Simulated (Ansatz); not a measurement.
Consider the redistribution: `[O]=[Nb]([OH])([F])[Cl]` + `[CH3][Zn][N](C)C` → `[CH3][Nb](=[O])([OH])[F]` + `C[N](C)[Zn][Cl]`.

Calculated with Ansatz (gas phase, PBE0-D4/def2-TZVP geometries, no zero-point term in ΔE). CBS: MP2 limit from def2 TZ/QZ plus the TZ coupled-cluster correction, frozen cores. Functionals use def2-TZVPP. def2 core potentials past Kr. For Nb, Zn outer-core shells are correlated without core-valence functions, which leaves a few kJ/mol of doubt a bond. Scalar relativity is left out up to krypton. One conformer a species, not always the lowest.

```csv
level,ΔE (kJ/mol)
PBE-QIDH,26.3
PBE0,26.4
```

**Question.** What does CCSD(T)/CBS give? (An estimate is asked.)

**Answer.** The calculation gave: +19.2 kJ/mol. The listed levels differ from it by 7.1, 7.2 kJ/mol.

**Question.** What do rigid-rotor, harmonic-oscillator terms from PBE0-D4/def2-TZVP frequencies (298.15 K, 1 bar) make of the CCSD(T)/CBS value? (Estimate.)

**Answer.** Ansatz gave: ΔZPE = -1.7 kJ/mol, ΔH = +17.9 kJ/mol, ΔS = -12 J/(mol·K), ΔG = +21.3 kJ/mol. Modes under 50 cm⁻¹ make the entropy rough.

Largest T1 diagnostic among the species: 0.022, so the coupled-cluster value is less sure than usual.

Leaving LDA and LC-ωPBE aside and taking each functional with its dispersion term where it has one, the values, not all of them listed here, spread over 20.0 kJ/mol, from BHLYP-D4 to revPBE-D4. LDA lies +3.8 kJ/mol from PBE without D4. In def2-TZVPP, CCSD(T) changes the Hartree–Fock value by +28.8 kJ/mol (the triples alone add +7.1 kJ/mol) and MP2 by +41.7 kJ/mol.
